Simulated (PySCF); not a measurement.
B97-3 single point of singlet PtH₄ at its PBE0 minimum.

Input, equivalent to the run apart from its starting density:

```python
from pyscf import gto, scf, dft
mol = gto.M(atom='''
Pt    -0.000000     0.000000     0.000000
H      1.358334     0.898595     0.324019
H     -1.357558    -0.899387     0.325064
H      0.898583     1.358355    -0.323962
H     -0.899359    -1.357562    -0.325121''',
    basis={'Pt': 'def2-TZVP', 'H': 'def2-TZVP'},
    ecp={'Pt': 'def2-TZVP'},
    charge=0, spin=0)
mf = dft.RKS(mol, xc='HYB_GGA_XC_B97_3')
mf.grids.atom_grid = (75, 302)
aux = {'Pt': 'def2-universal-JKFIT', 'H': 'def2-universal-JKFIT'}
mf = mf.density_fit(auxbasis=aux)
mf.conv_tol = 1e-08
mf.diis_space = 10
mf.max_cycle = 60
mf.verbose = 4
mf.kernel()
```

SCF log (excerpt):

```
init E= -121.7341139855
  HOMO = -0.248592785607295  LUMO = -0.0247449890799557  gap/eV = 6.09121
cycle= 1 E= -121.734357677253  delta_E= -0.000244  |g|= 0.0243  |ddm|= 0.0995
  HOMO = -0.243121760000975  LUMO = -0.0231182911349018  gap/eV = 5.98660
cycle= 2 E= -121.734116507362  delta_E= 0.000241  |g|= 0.0425  |ddm|= 0.0497
  HOMO = -0.24764327419075  LUMO = -0.0245232455377521  gap/eV = 6.07141
cycle= 3 E= -121.734455860365  delta_E= -0.000339  |g|= 0.00275  |ddm|= 0.0339
  HOMO = -0.247303332376275  LUMO = -0.0244662738212742  gap/eV = 6.06371
cycle= 4 E= -121.734457619665  delta_E= -1.76e-06  |g|= 5.13e-05  |ddm|= 0.00274
  HOMO = -0.247304004914028  LUMO = -0.0244685773604894  gap/eV = 6.06366
cycle= 5 E= -121.734457621298  delta_E= -1.63e-09  |g|= 2.05e-05  |ddm|= 0.000155
  HOMO = -0.247312194047941  LUMO = -0.0244728152298028  gap/eV = 6.06377
Extra cycle  E= -121.734457621127  delta_E= 1.71e-10  |g|= 3.78e-05  |ddm|= 3.96e-05
converged SCF energy = -121.734457621127
```

With an element this heavy the missing spin–orbit coupling can shift these numbers.

This run, together with those of the ionised and electron-attached species (not shown), took 1.6 s on 2 threads of a shared Arm Neoverse V1 host, with 64 basis functions; the process peaked at 0.83 GiB. Launch command: `OMP_NUM_THREADS=2 python axn.py task.json out`.
